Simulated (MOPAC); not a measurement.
MOPAC input (PM3):

```
PM3 PRECISE GNORM=0.05 LET XYZ CHARGE=-1 GEO-OK AUX(PRECISION=9) THREADS=1
C2H7GeO

C    -2.86880800 1   -0.38632700 1    0.39700100 1
C    -1.38422100 1   -0.25469200 1    0.73714300 1
O    -0.64772500 1   -0.02428400 1   -0.41325500 1
Ge    1.25170500 1    0.18159500 1   -0.27736300 1
H    -3.22771800 1    0.52807700 1   -0.08323000 1
H    -3.02335500 1   -1.21348900 1   -0.30120600 1
H    -3.47081600 1   -0.56936200 1    1.29498700 1
H    -1.04970500 1   -1.17334300 1    1.25457900 1
H    -1.25332200 1    0.56186500 1    1.47175900 1
H     1.46981100 1   -1.09964100 1    0.72633700 1
H     1.20052200 1    1.19522100 1    1.01356400 1
```

Output:

```
 *******************************************************************************
 **                                                                           **
 **                              MOPAC v23.2.5                                **
 **                                                                           **
 *******************************************************************************
 ** MOPAC's Digital Object Identifier: https://doi.org/10.5281/zenodo.6511958 **
 **                                                                           **
 ** Please cite the open-source release paper for use of this MOPAC version:  **
 ** J. E. Moussa and J. J. P. Stewart (2026)                                  **
 ** MOPAC: An open-source semiempirical molecular orbital program             **
 ** J. Open Source Softw., 11(119), 8025, https://doi.org/10.21105/joss.08025 **
 *******************************************************************************

                              PM3 CALCULATION RESULTS

 *******************************************************************************
 *  PM3        - The PM3 Hamiltonian to be used
 *  GEO-OK     - OVERRIDE INTERATOMIC DISTANCE AND OTHER SAFETY CHECKS
 *
 *
 *
 *                 CHARGE ON SYSTEM = -1
 *
 *
 *
 *  LET        - OVERRIDE SOME SAFETY CHECKS
 *  PRECISE    - TIGHTER CRITERIA TO BE USED
 *  XYZ        - CARTESIAN COORDINATE SYSTEM TO BE USED
 *  GNORM      - EXIT WHEN GRADIENT NORM DROPS BELOW 0.050
 *  AUX        - OUTPUT AUXILIARY INFORMATION
 *******************************************************************************
PM3 PRECISE GNORM=0.05 LET XYZ CHARGE=-1 GEO-OK AUX(PRECISION=9) THREADS=1
 C2H7GeO

   ATOM   CHEMICAL          X               Y               Z
  NUMBER   SYMBOL      (ANGSTROMS)     (ANGSTROMS)     (ANGSTROMS)

     1       C         -2.86880800  *  -0.38632700  *   0.39700100  *
     2       C         -1.38422100  *  -0.25469200  *   0.73714300  *
     3       O         -0.64772500  *  -0.02428400  *  -0.41325500  *
     4      Ge          1.25170500  *   0.18159500  *  -0.27736300  *
     5       H         -3.22771800  *   0.52807700  *  -0.08323000  *
     6       H         -3.02335500  *  -1.21348900  *  -0.30120600  *
     7       H         -3.47081600  *  -0.56936200  *   1.29498700  *
     8       H         -1.04970500  *  -1.17334300  *   1.25457900  *
     9       H         -1.25332200  *   0.56186500  *   1.47175900  *
    10       H          1.46981100  *  -1.09964100  *   0.72633700  *
    11       H          1.20052200  *   1.19522100  *   1.01356400  *

          CARTESIAN COORDINATES

    NO.       ATOM           X           Y           Z

     1         C         -2.8688     -0.3863      0.3970
     2         C         -1.3842     -0.2547      0.7371
     3         O         -0.6477     -0.0243     -0.4133
     4        Ge          1.2517      0.1816     -0.2774
     5         H         -3.2277      0.5281     -0.0832
     6         H         -3.0234     -1.2135     -0.3012
     7         H         -3.4708     -0.5694      1.2950
     8         H         -1.0497     -1.1733      1.2546
     9         H         -1.2533      0.5619      1.4718
    10         H          1.4698     -1.0996      0.7263
    11         H          1.2005      1.1952      1.0136

  H: (PM3): J. J. P. STEWART, J. COMP. CHEM. 10, 209 (1989).
  C: (PM3): J. J. P. STEWART, J. COMP. CHEM. 10, 209 (1989).
  O: (PM3): J. J. P. STEWART, J. COMP. CHEM. 10, 209 (1989).
 Ge: (PM3): J. J. P. STEWART, J. COMP. CHEM. 12, 320-341 (1991).

           Empirical Formula: C2 H7 O Ge  =    11 atoms

      MOLECULAR POINT GROUP   :   Cs

      RHF CALCULATION, NO. OF DOUBLY OCCUPIED LEVELS = 13

          Geometry optimization using EF

          DIAGONAL MATRIX USED AS START HESSIAN

 CYCLE:     1  GRAD.:   156.016 HEAT: -48.91805
 CYCLE:     2  GRAD.:   115.704 HEAT: -65.00062
 CYCLE:     3  GRAD.:   157.595 HEAT: -72.60935
 CYCLE:     4  GRAD.:   177.063 HEAT: -73.54422
 CYCLE:     5  GRAD.:   154.641 HEAT: -83.96539
 CYCLE:     6  GRAD.:   246.709 HEAT: -65.97153
 CYCLE:     7  GRAD.:   181.823 HEAT: -77.93114
 CYCLE:     8  GRAD.:   466.409 HEAT: -41.67887
 CYCLE:     9  GRAD.:   274.385 HEAT: -70.14757
 CYCLE:    10  GRAD.:   189.778 HEAT: -68.84066
 CYCLE:    11  GRAD.:   137.037 HEAT: -80.48899
 CYCLE:    12  GRAD.:   236.846 HEAT: -77.72762
 CYCLE:    13  GRAD.:    55.042 HEAT: -95.42908
 CYCLE:    14  GRAD.:    26.982 HEAT: -96.66517
 CYCLE:    15  GRAD.:    10.018 HEAT: -97.18206
 CYCLE:    16  GRAD.:    13.690 HEAT: -97.33389
 CYCLE:    17  GRAD.:    72.037 HEAT: -96.08746
 CYCLE:    18  GRAD.:    13.821 HEAT: -97.77895
 CYCLE:    19  GRAD.:    40.726 HEAT: -97.35948
 CYCLE:    20  GRAD.:    13.792 HEAT: -97.81412
 CYCLE:    21  GRAD.:    18.873 HEAT: -97.70762
 CYCLE:    22  GRAD.:     1.781 HEAT: -97.94759
 CYCLE:    23  GRAD.:     1.226 HEAT: -97.95793
 CYCLE:    24  GRAD.:     1.666 HEAT: -97.97666
 CYCLE:    25  GRAD.:     0.580 HEAT: -97.97838
 CYCLE:    26  GRAD.:     0.212 HEAT: -97.97877
 CYCLE:    27  GRAD.:     0.142 HEAT: -97.97884
 CYCLE:    28  GRAD.:     0.097 HEAT: -97.97888
 CYCLE:    29  GRAD.:     0.030 HEAT: -97.97889

     GRADIENT =  0.03008 IS LESS THAN CUTOFF =  0.05000

 -------------------------------------------------------------------------------
 PM3 PRECISE GNORM=0.05 LET XYZ CHARGE=-1 GEO-OK AUX(PRECISION=9) THREADS=1
 C2H7GeO

     GEOMETRY OPTIMISED USING EIGENVECTOR FOLLOWING (EF).
     SCF FIELD WAS ACHIEVED

                              PM3 CALCULATION
                                                       MOPAC v23.2.5 Linux

          FINAL HEAT OF FORMATION =        -97.97889 KCAL/MOL =    -409.94366 KJ/MOL

          COSMO AREA              =        126.04 SQUARE ANGSTROMS
          COSMO VOLUME            =        114.00 CUBIC ANGSTROMS

          GRADIENT NORM           =          0.03008          =       0.00907 PER ATOM
          IONIZATION POTENTIAL    =          3.480135 EV
          HOMO LUMO ENERGIES (EV) =         -3.480  6.071
          NO. OF FILLED LEVELS    =         13
          MOLECULAR WEIGHT        =        119.6667         POINT GROUP:  Cs

          MOLECULAR DIMENSIONS (Angstroms)

            Atom       Atom       Distance
            H    11    H     7     5.62449
            H    10    H     5     3.45626
            H     9    H     6     2.28283

          SCF CALCULATIONS        =         30

   ATOM   CHEMICAL          X               Y               Z
  NUMBER   SYMBOL      (ANGSTROMS)     (ANGSTROMS)     (ANGSTROMS)

     1       C         -2.85073068  *  -0.38079671  *   0.36960418  *
     2       C         -1.36268367  *  -0.24582091  *   0.68740147  *
     3       O         -0.65223708  *  -0.01607204  *  -0.48355465  *
     4      Ge          1.09741516  *   0.13211404  *  -0.02696250  *
     5       H         -3.25195664  *   0.52585384  *  -0.10113754  *
     6       H         -3.04780496  *  -1.21278134  *  -0.31856693  *
     7       H         -3.43267280  *  -0.56329232  *   1.28239581  *
     8       H         -0.99785186  *  -1.16904376  *   1.18089005  *
     9       H         -1.20414262  *   0.58807568  *   1.40046621  *
    10       H          2.02927682  *  -1.02874779  *   0.02348177  *
    11       H          1.74117719  *   1.42675198  *   0.33060854  *

                             CARTESIAN COORDINATES

   1    C       -2.850730675    -0.380796713     0.369604178
   2    C       -1.362683673    -0.245820909     0.687401467
   3    O       -0.652237085    -0.016072042    -0.483554649
   4   Ge        1.097415157     0.132114035    -0.026962502
   5    H       -3.251956635     0.525853841    -0.101137537
   6    H       -3.047804964    -1.212781338    -0.318566928
   7    H       -3.432672797    -0.563292318     1.282395807
   8    H       -0.997851863    -1.169043764     1.180890052
   9    H       -1.204142620     0.588075676     1.400466210
  10    H        2.029276823    -1.028747790     0.023481767
  11    H        1.741177189     1.426751981     0.330608536

           Empirical Formula: C2 H7 O Ge  =    11 atoms

      MOLECULAR POINT GROUP   :   Cs

                  EIGENVALUES
 -32.71458 -26.17536 -17.85208 -12.09487 -11.85880 -10.54652  -9.25579  -9.07891
  -8.24445  -6.97071  -6.77829  -5.19941  -3.48014   6.07053   6.11754   7.61468
   7.89980   7.94351   8.29107   9.03136   9.12975  10.01692  10.91047

              NET ATOMIC CHARGES AND DIPOLE CONTRIBUTIONS

  ATOM NO.   TYPE          CHARGE      No. of ELECS.   s-Pop       p-Pop
    1          C          -0.127406        4.1274     1.14814     2.97926
    2          C           0.092019        3.9080     1.14634     2.76164
    3          O          -0.453405        6.4534     1.83411     4.61929
    4         Ge          -0.204853        4.2049     0.48253     3.72232
    5          H           0.025029        0.9750     0.97497
    6          H           0.025031        0.9750     0.97497
    7          H           0.004464        0.9955     0.99554
    8          H           0.010149        0.9899     0.98985
    9          H           0.010138        0.9899     0.98986
   10          H          -0.190578        1.1906     1.19058
   11          H          -0.190589        1.1906     1.19059
 DIPOLE           X         Y         Z       TOTAL
 POINT-CHG.    -2.490    -0.444     1.210     2.804
 HYBRID        -0.474    -0.086     0.246     0.541
 SUM           -2.964    -0.530     1.456     3.344

          ATOMIC ORBITAL ELECTRON POPULATIONS

     Atom    s        px        py        pz
    1  C   1.14814   1.00596   0.99732   0.97598
    2  C   1.14634   0.88051   0.96955   0.91159
    3  O   1.83411   1.39193   1.92056   1.30680
    4 Ge   0.48253   0.80391   1.01666   1.90175
    5  H   0.97497
    6  H   0.97497
    7  H   0.99554
    8  H   0.98985
    9  H   0.98986
   10  H   1.19058
   11  H   1.19059

 **********************
 *                    *
 * JOB ENDED NORMALLY *
 *                    *
 **********************

 == MOPAC DONE ==
```

The dipole moment of an ion depends on the origin.

The geometry given is a B3LYP-D3(BJ)/def2-TZVP minimum.
